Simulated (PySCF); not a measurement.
Finite-field polarisability of Si (silicon, neutral)

[Ne] 3s2 3p2, high-spin 3P determinant. Calculation: PySCF 2.14, in dyall-av3z; no relativity, point nucleus. Frozen: [Ne]. Energy changes in a uniform field (μhartree):

| axis | F (au) | HF | MP2 | CCSD | CCSD(T) |
| --- | --- | --- | --- | --- | --- |
| x | 0.0025 | -101.542 | -100.352 | -99.143 | -99.329 |
| x | 0.005 | -406.318 | -401.578 | -396.740 | -397.485 |
| y | 0.0022 | -100.102 | -98.432 | -97.230 | -97.398 |
| y | 0.0044 | -400.957 | -394.278 | -389.467 | -390.145 |

By symmetry the remaining axis equals y.

Question: Derive α along x at CCSD(T) from the two fields.

Answer: With ΔE = −αF²/2 − γF⁴/24, α = −(16 ΔE(F) − ΔE(2F))/(6F²) = 31.78 bohr³.

Question: And the mean polarisability at each level?

Answer: The components xx, yy, zz at CCSD(T) are 31.78, 40.23, 40.23, the third axis being equal by symmetry to one of the two computed. Means: HF 38.39, MP2 37.81, CCSD 37.35, CCSD(T) 37.41 bohr³. Reference: 37.3 ± 0.7 bohr³ (recommended; Schwerdtfeger and Nagle, table of static dipole polarizabilities (2023 update)).
